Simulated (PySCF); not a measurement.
C3H6BNO, SMILES CC#CB(N)O.

Coordinates come from a ωB97X-D3(BJ)/def2-SVP optimisation. This is a generated structure with no PubChem entry under its InChIKey; it may be hypothetical. Other conformers were not sampled.

These are PBE/def2-TZVP in PySCF values and carry that method's errors.

Isolated molecule, no solvent.

```json
{
  "total_energy": "-272.57838 hartree",
  "highest_occupied_level": "-6.04 eV",
  "lowest_empty_level": "-0.76 eV",
  "orbital_gap": "5.29 eV",
  "dipole_moment": "1.59 D",
  "quadrupole, principal values (traceless, Buckingham form, about the centre of nuclear charge)": "-8.05, -1.54, 9.59 D·Å",
  "mean_static_polarisability": "63.8 bohr³ (9.46 Å³)",
  "polarisability_principal_values": "42.2, 54.8, 94.5 bohr³"
}
```
